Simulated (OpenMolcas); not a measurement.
V3+ (d2) on a cation site of an ionic host was computed by CASSCF with the d shell active (OpenMolcas, ANO-RCC-VTZP on the metal). Its lowest spin-free states, and all those of the highest spin:

| 2S+1 | Degeneracy | E (cm-1) |
| --- | --- | --- |
| 3 | 3 | 0.0 |
| 3 | 3 | 13075 |
| 1 | 3 | 13953 |
| 1 | 2 | 14293 |
| 3 | 3 | 26553 |
| 3 | 1 | 27719 |
| 1 | 1 | 28240 |
| 1 | 3 | 29232 |
| 1 | 3 | 32381 |
| 1 | 2 | 43905 |
| 1 | 1 | 65157 |

Task: Is the site octahedral, tetrahedral or cube-like, axial, or of lower symmetry?

Result: The states with 2S+1 = 3 have orbital degeneracies 3, 3, 3, 1. Threefold states need a cubic site. For d2 at this spin an octahedron puts the threefold T1 below the threefold T2 and a tetrahedron or cube puts the single A2 below the threefold T2, so the site is octahedral. The run had V3+ with its 6 nearest fluoride ions at 1.963 Å, on the Mg site of KMgF3 (a = 3.973 Å, distance in the model lattice 1.986 Å). The rest of the host is ab initio model potentials to 7.6 Å, with orthogonalisation functions on the cations behind the ligands, and point charges beyond; the distance is set by hand and nothing relaxes, and no local charge compensation is placed. Ligand basis ANO-RCC-VDZP.

An orbital triplet at a regular site is open to Jahn-Teller coupling, which can distort the site and quench the lowest spin-orbit gaps and is left out. Without dynamic correlation the repulsion within the d shell is too large (B by tens of per cent), so at a given field states of lower spin stand too high. Ligand-to-metal charge-transfer states are missing. With no ligand orbital active B as a rule stays too high, so bands that hang on it stand too high and its fall with covalency is understated. With metal d orbitals alone and no dynamic correlation 10Dq can be off by a tenth to a fifth, either way, in oxide and fluoride hosts. No measured value stands beside these numbers; the geometry was set by hand and not optimised.
